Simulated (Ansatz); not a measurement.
The cluster Cu5H4, relaxed as a doublet with UKS B3LYP-D4/def2-SVP in Ansatz, starting from the GFN2-xTB geometry. Force threshold 0.02 eV/Å.

The relaxation made no stability test and no search for a lower SCF solution. No other spin state of charge 0 was run. Another isomer (doublet) lies 2.75 eV lower at PBE0-D4/def2-TZVP; other spin states weren't run for this one.

Start:

```xyz
9

Cu    2.0877    3.2348   -6.1990
Cu   -1.4541   -2.2469    4.2805
Cu   -0.5002   -0.7716    1.4762
Cu    0.4458    0.6889   -1.2960
Cu    1.4072    2.1690   -4.1483
H    -0.0154   -0.0437    0.0932
H    -0.9837   -1.5063    2.8728
H     0.9129    1.4204   -2.6958
H    -1.9003   -2.9447    5.6165
```

```json
{"step": "1", "energy (eV)": "-223242.7314", "largest force component (eV/Å)": "0.638", "SCF passes": "54"}
{"step": "2", "energy (eV)": "-223242.9155", "largest force component (eV/Å)": "0.308", "SCF passes": "36"}
{"step": "3", "energy (eV)": "-223243.0171", "largest force component (eV/Å)": "0.179", "SCF passes": "35"}
{"step": "4", "energy (eV)": "-223243.1432", "largest force component (eV/Å)": "0.305", "SCF passes": "33"}
{"step": "5", "energy (eV)": "-223243.3248", "largest force component (eV/Å)": "0.404", "SCF passes": "34"}
{"step": "6", "energy (eV)": "-223243.5376", "largest force component (eV/Å)": "0.519", "SCF passes": "33"}
{"step": "7", "energy (eV)": "-223243.7431", "largest force component (eV/Å)": "0.402", "SCF passes": "32"}
{"step": "8", "energy (eV)": "-223243.9076", "largest force component (eV/Å)": "0.213", "SCF passes": "32"}
{"step": "9", "energy (eV)": "-223244.0128", "largest force component (eV/Å)": "0.173", "SCF passes": "35"}
{"step": "10", "energy (eV)": "-223244.0881", "largest force component (eV/Å)": "0.112", "SCF passes": "35"}
{"step": "11", "energy (eV)": "-223244.1271", "largest force component (eV/Å)": "0.104", "SCF passes": "35"}
{"step": "12", "energy (eV)": "-223244.1434", "largest force component (eV/Å)": "0.026", "SCF passes": "35"}
{"step": "13", "energy (eV)": "-223244.1505", "largest force component (eV/Å)": "0.090", "SCF passes": "34"}
{"step": "14", "energy (eV)": "-223244.1555", "largest force component (eV/Å)": "0.058", "SCF passes": "36"}
{"step": "15", "energy (eV)": "-223244.1576", "largest force component (eV/Å)": "0.031", "SCF passes": "31"}
{"step": "16", "energy (eV)": "-223244.1586", "largest force component (eV/Å)": "0.013", "SCF passes": "33"}
{"step": "17", "energy (eV)": "-223244.1588", "largest force component (eV/Å)": "0.009", "SCF passes": "34"}
{"step": "18", "energy (eV)": "-223244.1591", "largest force component (eV/Å)": "0.009", "SCF passes": "33"}
{"step": "19", "energy (eV)": "-223244.1600", "largest force component (eV/Å)": "0.038", "SCF passes": "35"}
{"step": "20", "energy (eV)": "-223244.1605", "largest force component (eV/Å)": "0.026", "SCF passes": "34"}
{"step": "21", "energy (eV)": "-223244.1620", "largest force component (eV/Å)": "0.026", "SCF passes": "30"}
{"step": "22", "energy (eV)": "-223244.1626", "largest force component (eV/Å)": "0.052", "SCF passes": "36"}
{"step": "23", "energy (eV)": "-223244.1637", "largest force component (eV/Å)": "0.034", "SCF passes": "28"}
{"step": "24", "energy (eV)": "-223244.1647", "largest force component (eV/Å)": "0.003", "SCF passes": "33"}
```

Force components are those of the run's own axes.

End:

```xyz
9

Cu    1.9628    1.2905   -4.8419
Cu   -1.1855   -1.8340    2.9239
Cu   -0.2577   -0.7264    0.9382
Cu    0.4205    1.0559   -0.6230
Cu    0.6443    1.7063   -2.9674
H     1.0392    0.1071    0.5107
H    -1.5260   -1.6011    1.3243
H    -0.1723    2.1217   -1.6535
H    -0.9253   -2.1200    4.3888
```

By distances, no bond broke or formed, bridged metal pairs apart. The bond that changes most is Cu5–H8, from 1.71 to 1.60 Å (atoms count from 1). Metal–metal contacts that move far: Cu4–Cu5 3.35 to 2.44 Å, Cu2–Cu3 3.31 to 2.46 Å, Cu3–Cu4 3.27 to 2.46 Å.

The force fell under the threshold at step 16, but the optimiser went on and released 0.006 eV more. No frequencies were taken in this run, so the end may be a saddle point.

It took 3.9 min on 4 threads of Arm Neoverse V2 on a shared host, peak host memory 1.2 GiB.
